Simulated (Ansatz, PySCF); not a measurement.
F2H5NSi2, SMILES F[SiH](F)N[SiH3]. Atoms are numbered in the order given.

```xyz
10

Si     1.9773    -0.2302     0.8821
N      0.5491    -0.6783    -0.0355
Si    -0.9364     0.1575    -0.1739
F     -1.2565     0.5340    -1.7166
F     -2.1767    -0.7895     0.2604
H      2.3157    -1.2663     1.8958
H      1.6627     1.0527     1.5607
H      3.1588    -0.0526    -0.0056
H      0.6158    -1.5525    -0.5611
H     -0.9217     1.3765     0.6446
```

The structure is a stationary point at TPSSh-D3(BJ)/def2-SVP. This is a generated structure with no PubChem entry under its InChIKey; it may be hypothetical. Other conformers were not sampled.

Two levels are set side by side: PBE-D3(BJ)/def2-SVP (Ansatz, a first-principles code) and TPSSh-D3(BJ)/def2-SVP (PySCF). Each level has its own optimised geometry; the coordinates shown are those of the second. Frequencies come from the Hessian of PySCF at each geometry. Differences are taken from unrounded values.

```json
[
 {"quantity": "mean bond length (Å)", "TPSSh-D3(BJ)": "1.518", "PBE-D3(BJ)": "1.529", "PBE-D3(BJ) minus TPSSh-D3(BJ)": "0.012"},
 {"quantity": "bond Si1–N2 (Å)", "TPSSh-D3(BJ)": "1.756", "PBE-D3(BJ)": "1.763", "PBE-D3(BJ) minus TPSSh-D3(BJ)": "0.007"},
 {"quantity": "bond N2–Si3 (Å)", "TPSSh-D3(BJ)": "1.710", "PBE-D3(BJ)": "1.718", "PBE-D3(BJ) minus TPSSh-D3(BJ)": "0.008"},
 {"quantity": "bond Si3–F4 (Å)", "TPSSh-D3(BJ)": "1.620", "PBE-D3(BJ)": "1.630", "PBE-D3(BJ) minus TPSSh-D3(BJ)": "0.010"},
 {"quantity": "bond Si3–F5 (Å)", "TPSSh-D3(BJ)": "1.620", "PBE-D3(BJ)": "1.630", "PBE-D3(BJ) minus TPSSh-D3(BJ)": "0.010"},
 {"quantity": "bond Si1–H6 (Å)", "TPSSh-D3(BJ)": "1.488", "PBE-D3(BJ)": "1.505", "PBE-D3(BJ) minus TPSSh-D3(BJ)": "0.016"},
 {"quantity": "bond Si1–H7 (Å)", "TPSSh-D3(BJ)": "1.485", "PBE-D3(BJ)": "1.501", "PBE-D3(BJ) minus TPSSh-D3(BJ)": "0.016"},
 {"quantity": "bond Si1–H8 (Å)", "TPSSh-D3(BJ)": "1.489", "PBE-D3(BJ)": "1.505", "PBE-D3(BJ) minus TPSSh-D3(BJ)": "0.016"},
 {"quantity": "bond N2–H9 (Å)", "TPSSh-D3(BJ)": "1.022", "PBE-D3(BJ)": "1.027", "PBE-D3(BJ) minus TPSSh-D3(BJ)": "0.005"},
 {"quantity": "bond Si3–H10 (Å)", "TPSSh-D3(BJ)": "1.468", "PBE-D3(BJ)": "1.485", "PBE-D3(BJ) minus TPSSh-D3(BJ)": "0.016"},
 {"quantity": "highest harmonic wavenumber (cm⁻¹)", "TPSSh-D3(BJ)": "3535", "PBE-D3(BJ)": "3490", "PBE-D3(BJ) minus TPSSh-D3(BJ)": "-45"},
 {"quantity": "mean harmonic wavenumber (cm⁻¹)", "TPSSh-D3(BJ)": "1044", "PBE-D3(BJ)": "1007", "PBE-D3(BJ) minus TPSSh-D3(BJ)": "-37"},
 {"quantity": "zero-point energy (kcal/mol)", "TPSSh-D3(BJ)": "35.81", "PBE-D3(BJ)": "34.54", "PBE-D3(BJ) minus TPSSh-D3(BJ)": "-1.27"}
]
```

Exact exchange shortens and stiffens bonds; PBE has none. Differences between two approximate levels are no errors against the true value.
